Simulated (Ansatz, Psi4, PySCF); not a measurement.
H8Ge3, triplet, at the geometry of the source list (a higher spin typed on purpose: for a closed-shell molecule this is an excited state) (in this run its highest filled SCF level lies above zero, so its values depend strongly on the basis, on diffuse functions most of all). Base run: PBE0/STO-3G run with PySCF.

PySCF was given this input:
```python
from pyscf import gto, scf, dft

mol = gto.Mole()
mol.atom = '''
    Ge    1.918200    0.707600    0.011600
    Ge    0.174200   -0.908900   -0.116600
    Ge   -2.040400   -0.049200    0.097700
    H     3.296100    0.131300   -0.142500
    H     1.802800    1.750900   -1.061800
    H     1.950100    1.477000    1.298100
    H     0.399100   -1.988700    0.907400
    H     0.280800   -1.659700   -1.425800
    H    -2.407200    0.862300   -1.036300
    H    -2.259400    0.775000    1.332600
    H    -3.114300   -1.097700    0.135600
'''
mol.basis = 'sto-3g'
mol.charge = 0
mol.spin = 2
mol.verbose = 4
mol.build()

mf = dft.UKS(mol)
mf.xc = 'pbe0'
mf.kernel()
```

The same geometry, method and basis name were run in Ansatz (a quantum-chemistry and plane-wave program) and Psi4 and PySCF, at each program's defaults and at the settings that a row names. The base is PySCF at its defaults. Differences at the defaults can come from grids, fitting, cores and function types together.

```csv
code and settings,ΔE vs base (mEh),basis functions,E (Eh),SCF cycles,dipole (D)
"PySCF, defaults (exact integrals, its default grid, spherical functions)",0.000,62,-6163.09787,44,0.24
"Psi4, defaults (density fitting with its default set, its default grid, spherical functions)",-4.479,62,-6163.10235,28,0.24
"Ansatz, defaults (factorised integrals, its default grid, spherical functions)",-0.008,62,-6163.09788,-,-
"PySCF, density fitting with def2-universal-jkfit",-4.826,62,-6163.10270,42,0.24
"PySCF, fine grid",-0.011,62,-6163.09788,45,0.24
"Psi4, exact integrals, spherical functions, fine grid",-0.007,62,-6163.09788,34,0.24
"Ansatz, high accuracy",-0.010,62,-6163.09788,-,-
```

Open shells are given as the SCF converged; they aren't shown to be the lowest states, and a large step between rows can be another state.
